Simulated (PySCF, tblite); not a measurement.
Isomers of C6H12OSi, one GFN2-xTB conformer each. Single-point energies are computed at PBE0/pcSseg-1 (PySCF, gas phase, no added dispersion term), electronic only.

Task: Rank them by PBE0/pcSseg-1 energy, lowest first (kcal/mol).
A. `[CH2:1]=[CH:2][CH2:3][O:4][SiH2:5][C:6](=[CH2:7])[CH3:8]` with C1–C2–C3–O4 130°, C2–C3–O4–Si5 -68°, C3–O4–Si5–C6 177°, O4–Si5–C6–C7 -3°
B. `[CH2:1]=[C:2]([CH3:3])[Si@@H:4]1[CH2:5][C@@H:6]1[O:7][CH3:8]` with C1–C2–Si4–C5 -165°, C5–C6–O7–C8 -161°
C. `[CH2:1]=[CH:2][C@@:3]1([CH2:4][OH:5])[SiH2:6][C@H:7]1[CH3:8]` with C1–C2–C3–C4 -8°, C2–C3–C4–O5 80°, C3–C4–O5–H -57°
D. `[CH3:1][CH2:2][O:3][C@H:4]1[CH:5]=[CH:6][CH2:7][SiH2:8]1` with C1–C2–O3–C4 175°, C2–O3–C4–C5 167°

Result: A (0.0), D (5.7), C (30.5), B (32.4).

As drawn, the lowest has an Si–O bond, which the highest lacks; the highest has a three-membered ring, which the lowest lacks. Neighbours under 2.5 kcal/mol apart (C=C[C@@]1(CO)[SiH2][C@H]1C and C=C(C)[Si@@H]1C[C@@H]1OC) can change places with a better method, another conformer or zero-point energy. GFN2-xTB itself gives, in the same order: 0.0, 13.3, 41.6, 51.6. Both levels put the same isomer lowest; measured from each level's own lowest isomer, the values differ by up to 19.2 kcal/mol (C=C(C)[Si@@H]1C[C@@H]1OC: 51.6 against 32.4).

Task: Which frontier levels, dipoles and rotational constants go with these structures?

Result: 
| SMILES | HOMO (eV, PBE0/pcSseg-1) | LUMO (eV) | dipole (D) | A, B, C (MHz) |
| --- | --- | --- | --- | --- |
| C=CCO[SiH2]C(=C)C | -7.37 | -0.03 | 0.76 | 4306, 758.2, 695.3 |
| CCO[C@H]1C=CC[SiH2]1 | -6.78 | 0.40 | 1.03 | 3584, 996.5, 846.7 |
| C=C[C@@]1(CO)[SiH2][C@H]1C | -6.29 | -0.23 | 1.58 | 2064, 1443, 1104 |
| C=C(C)[Si@@H]1C[C@@H]1OC | -6.03 | -0.32 | 0.97 | 2306, 1256, 1046 |

Task: What happens when harmonic zero-point energies from GFN2-xTB frequencies are added?

Result: 
```
                    SMILES  ZPE (kcal/mol)  electronic (kcal/mol)  with ZPE (kcal/mol)
         C=CCO[SiH2]C(=C)C            99.8                    0.0                  0.0
      CCO[C@H]1C=CC[SiH2]1           101.2                    5.7                  7.1
C=C[C@@]1(CO)[SiH2][C@H]1C           100.9                   30.5                 31.6
  C=C(C)[Si@@H]1C[C@@H]1OC           101.5                   32.4                 34.1
```

The zero-point energies span 1.7 kcal/mol. The order is unchanged.
